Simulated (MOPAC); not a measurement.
MOPAC input (PM6):

```
PM6 PRECISE GNORM=0.05 LET XYZ UHF MS=0.5 GEO-OK AUX(PRECISION=9) THREADS=1
H3B2

B    -0.23786300 1    0.00343900 1    0.81000900 1
B     0.20189000 1   -0.00291900 1   -0.68750700 1
H    -0.56932900 1    0.00823100 1    1.93877000 1
H     0.33858300 1    1.02002700 1   -1.29056900 1
H     0.41061200 1   -1.03085800 1   -1.26071100 1
```

From the output:

```
                                                       MOPAC v23.2.5 Linux

          FINAL HEAT OF FORMATION =         91.59072 KCAL/MOL =     383.21558 KJ/MOL

          COSMO AREA              =         75.66 SQUARE ANGSTROMS
          COSMO VOLUME            =         57.98 CUBIC ANGSTROMS

          GRADIENT NORM           =          0.03980          =       0.01780 PER ATOM
          IONIZATION POTENTIAL    =          7.876518 EV
          ALPHA SOMO LUMO (EV)    =         -7.877 -0.425
          BETA  SOMO LUMO (EV)    =        -10.894 -1.051
          NO. OF ALPHA ELECTRONS  =          5
          NO. OF BETA  ELECTRONS  =          4
          MOLECULAR WEIGHT        =         24.6437         POINT GROUP:  C2v

          MOLECULAR DIMENSIONS (Angstroms)

            Atom       Atom       Distance
            H     5    H     3     3.41866
            H     4    H     3     1.97836
            B     1    B     2     0.00000

          SCF CALCULATIONS        =         13

   ATOM   CHEMICAL          X               Y               Z
  NUMBER   SYMBOL      (ANGSTROMS)     (ANGSTROMS)     (ANGSTROMS)

     1       B         -0.22900758  *   0.00330761  *   0.77985371  *
     2       B          0.19912659  *  -0.00287284  *  -0.67809824  *
     3       H         -0.55851708  *   0.00807807  *   1.90195123  *
     4       H          0.32277891  *   1.03226634  *  -1.23836157  *
     5       H          0.39565316  *  -1.04266527  *  -1.20815591  *

                             CARTESIAN COORDINATES

   1    B       -0.229007575     0.003307610     0.779853711
   2    B        0.199126590    -0.002872844    -0.678098238
   3    H       -0.558517080     0.008078069     1.901951235
   4    H        0.322778907     1.032266336    -1.238361575
   5    H        0.395653155    -1.042665270    -1.208155907

           Empirical Formula: H3 B2  =     5 atoms

      MOLECULAR POINT GROUP   :   C2v

          ALPHA EIGENVALUES
 -18.16842 -15.53237 -11.97952 -11.22468  -7.87652  -0.42475   0.67399   1.09760
   4.32838   5.31918   6.03722

           BETA EIGENVALUES
 -17.53383 -15.30793 -11.88243 -10.89368  -1.05139  -0.06106   1.30156   1.77428
   4.48998   5.44142   6.13901

              NET ATOMIC CHARGES AND DIPOLE CONTRIBUTIONS

  ATOM NO.   TYPE          CHARGE      No. of ELECS.   s-Pop       p-Pop
    1          B           0.212233        2.7878     1.29317     1.49460
    2          B          -0.517414        3.5174     1.17083     2.34659
    3          H           0.050875        0.9491     0.94912
    4          H           0.127153        0.8728     0.87285
    5          H           0.127153        0.8728     0.87285
 DIPOLE           X         Y         Z       TOTAL
 POINT-CHG.    -0.426     0.006     1.451     1.512
 HYBRID        -0.133     0.002     0.451     0.470
 SUM           -0.559     0.008     1.902     1.982

          ATOMIC ORBITAL ELECTRON POPULATIONS

     Atom    s        px        py        pz
    1  B   1.29317   0.53148   0.10199   0.86113
    2  B   1.17083   0.52783   0.99346   0.82529
    3  H   0.94912
    4  H   0.87285
    5  H   0.87285

                    (SZ)    =    0.500000
                    (S**2)  =    0.753754

          ATOMIC ORBITAL SPIN POPULATIONS

    Atom   Total    s     px     py     pz
         Atomic
    1  B  0.5389  0.016  0.462  0.008  0.053
    2  B  0.5639  0.026  0.460  0.027  0.051
    3  H -0.0352 -0.035
    4  H -0.0338 -0.034
    5  H -0.0338 -0.034

 **********************
 *                    *
 * JOB ENDED NORMALLY *
 *                    *
 **********************

 == MOPAC DONE ==
```

The geometry given is a B3LYP-D3(BJ)/def2-TZVP minimum.
